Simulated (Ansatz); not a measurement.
Reaction (SMILES): C=CCCC(C)C [5-methylhex-1-ene] → C=CCC[C](C)C + H atom (the C-H bond at the site shown breaks; other sites are not compared here)
Each molecule is optimised on its own at B3LYP-D3(BJ)/def2-TZVP (Ansatz, a program for electronic structure), one conformer each, not searched for the lowest.

Quantity: bond dissociation energy (electronic energy difference), in kJ/mol. Cores are frozen in the correlated levels unless marked. Open shells are spin-unrestricted. No spin-orbit coupling. No relativistic terms. CBS(X,Y): correlation extrapolated as X^-3; Hartree-Fock from the larger set. The bracket is a focal-point correction in the basis named.

| level | program | bond dissociation energy (kJ/mol) |
|---|---|---|
| r2SCAN-D4/def2-TZVPD | Ansatz + dftd4 | 403.6 |
| PBE0-D4/def2-TZVP | Ansatz + dftd4 | … |
| HSE06-D3(BJ)/def2-TZVPD | Ansatz + dftd3 | … |
| B2PLYP-D3(BJ)/def2-TZVPD | Ansatz + dftd3 | 421.0 |
| B2PLYP-D4/def2-TZVPD | Ansatz + dftd4 | 420.8 |
| SCS-MP2/6-31G | Ansatz | 397.0 |
| RI-MP2/CBS(cc-pVTZ,cc-pVQZ)+[CCSD(T)-MP2]/cc-pVTZ | Ansatz | … |

Q: Some entries are withheld; supply them.

A: 
- PBE0-D4/def2-TZVP, bond dissociation energy (kJ/mol): 410.7
- HSE06-D3(BJ)/def2-TZVPD, bond dissociation energy (kJ/mol): 410.3
- RI-MP2/CBS(cc-pVTZ,cc-pVQZ)+[CCSD(T)-MP2]/cc-pVTZ, bond dissociation energy (kJ/mol): 438.5
